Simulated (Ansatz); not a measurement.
The cluster H9Au5⁺. The state is a doublet with charge 1. Geometry PBE-D4/def2-SVP; atoms count from 1.

```xyz
14

Au    4.0461   -1.1883   -3.6919
Au   -1.8465    0.5767    1.7188
Au   -4.1371    0.6313    3.2373
Au    0.3207    0.3076    0.0825
Au    2.2506   -0.3381   -1.7547
H    -4.9661    1.0942    4.7767
H     4.4115   -2.2450   -4.8345
H     1.9798    0.8705   -0.5586
H    -3.3856   -0.2461    2.0168
H     0.7134   -0.9150   -1.1969
H     2.5156   -1.6135   -3.0058
H    -5.3398    1.5811    4.1973
H     3.7576    0.1773   -2.3381
H    -0.3200    1.3075    1.3513
```

In the def2 sets Au takes a core potential; there is no spin–orbit coupling. In the doublet, H6 and H12 lie 0.84 Å apart (atoms count from 1), so H2 has formed as a molecule. The structure comes from a short search, and lower isomers may exist.

Problem. Estimate the Mulliken populations from the PBE0/def2-TZVP orbitals of Ansatz.

Solution. 
```tsv
atom	charge (e)	spin (α − β)	d electrons
Au1	0.53	0.36	9.45
Au2	-0.03	0.05	9.72
Au3	0.40	0.01	9.66
Au4	0.19	0.03	9.62
Au5	0.15	0.00	9.42
H6	0.11	0.00	–
H7	-0.01	0.16	–
H8	-0.04	0.23	–
H9	-0.09	0.00	–
H10	-0.09	0.10	–
H11	-0.06	0.09	–
H12	0.11	0.00	–
H13	-0.11	-0.02	–
H14	-0.07	-0.01	–
```
Mulliken values depend strongly on the basis.

Problem. Where does the spin sit?

Solution. Summed by element: Au 0.44, H 0.56, of 1 unpaired in all. Largest on single atoms: Au1 0.36, H8 0.23, H7 0.16.

Problem. And the Mayer bond orders between heavy atoms (over 0.3)?

Solution. Au2–Au4 0.38 (2.73 Å).
